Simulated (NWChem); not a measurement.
Si2N2H6O; SMILES O1[Si@H](N[SiH2]1)N

```xyz
11

N     -0.0255    -2.2022     0.5555
Si     0.0385    -0.8127    -0.4297
N     -1.1995     0.3786    -0.1184
Si     0.0131     1.5901     0.1999
O      1.1807     0.3994    -0.0641
H      0.3964    -3.0741     0.2600
H     -0.1390    -2.1507     1.5610
H      0.2187    -1.3211    -1.8153
H     -2.2089     0.3582    -0.1475
H      0.0400     2.1533     1.5833
H      0.0987     2.7205    -0.7708
```
Atoms are numbered in this order, from 1.

Results from NWChem. Geometry: optimised at PBE0/def2-SVP. Level SCAN/def2-SVP: energy and gradient on several grids; changes count from the extra-fine grid, which is no exact limit either.

```
grid     size of the energy change (μHa)  largest change of a gradient component (μHa/bohr)  time, medium = 1 (rough)
-------  -------------------------------  -------------------------------------------------  ------------------------
xcoarse                             9000                                               7000                   about 1
coarse                              7000                                               2000                   about 1
medium                               600                                               1000                   about 1
fine                                1000                                                400                   about 1
xfine                               < 10                                               < 30                         3
```
